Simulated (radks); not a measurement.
The numbers below are computed, except where a source is named.
The nuclear charge of the antimony ion Sb+ is varied continuously with 50 electrons held in [Kr] 4d10 5s2 5p2. Code: a radial shooting solver on a logarithmic mesh with Libxc functionals. Model: scalar-relativistic Kohn-Sham, LDA (Slater exchange, Perdew-Wang correlation), spin-polarised, spherical densities, point nucleus; open shells are filled with parallel spins first (spin-orbit coupling, left out, can overturn this in heavy ions). By the Hellmann-Feynman theorem dE/dZ = E(electron-nucleus)/Z, the electronic potential at the nucleus. The scalar-relativistic energy here is not variational (the density holds large components alone), so the two differ by a part that grows with Z.

Z     E (hartree)  E(electron-nucleus)/Z (hartree)  HOMO  e(HOMO) (eV)  <r> HOMO (bohr)
50    -6171.88575                         -298.607    5p        -4.237            3.185
50.5  -6322.73573                         -302.755    5p        -8.209            2.868
51    -6475.67801                         -306.902    5p       -12.735            2.642
51.5  -6630.71333                         -311.050    5p       -17.744            2.467
52    -6787.84367                         -315.203    5p       -23.193            2.324

The central difference of E at Z = 51 is -307.978 hartree, to compare with the third column; the second derivative is -8.37 hartree.
